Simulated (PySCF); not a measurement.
**Selenium: a sound run and one with changed settings**

Sound run: Se [Ar] 3d10 4s2 4p4, Se⁺ [Ar] 3d10 4s2 4p3. Calculation: PySCF 2.14, in def2-TZVP; the non-relativistic Hamiltonian (point nucleus). In the sound run the correlated levels freeze [Ar] 3d10. The sound run starts from symmetry-adapted Hartree-Fock orbitals and uses a fine grid where one is needed.

A second run was set up differently.

| species | method | sound run (hartree) | changed run (hartree) | converged |
| --- | --- | --- | --- | --- |
| Se | UHF | -2399.82719 | -2373.52734 | yes |
| Se | PBE0 | -2401.20505 | -2374.58096 | yes |
| Se | MN15 | -2401.81624 | -2372.32488 | yes |
| Se | MP2 | -2399.92731 | -2373.52734 | yes |
| Se⁺ | UHF | -2399.51162 | -2373.29984 | yes |
| Se⁺ | PBE0 | -2400.84988 | -2374.30233 | yes |
| Se⁺ | MN15 | -2401.46519 | -2372.05993 | yes |
| Se⁺ | MP2 | -2399.58745 | -2373.29984 | yes |

Ionisation energy of Se:

| method | sound run (eV) | changed run (eV) |
| --- | --- | --- |
| UHF | 8.587 | 6.191 |
| PBE0 | 9.665 | 7.582 |
| MN15 | 9.553 | 7.210 |
| MP2 | 9.248 | 6.191 |
| SCS-MP2 | 9.313 | 6.191 |

**Question.** What was changed?
A. minimal basis
B. a valence shell is frozen
C. basis contracted for another Hamiltonian
D. angular grid far too coarse

**Answer.** A. It used basis STO-3G. A minimal basis cannot let orbitals breathe on ionisation and holds almost no correlation.
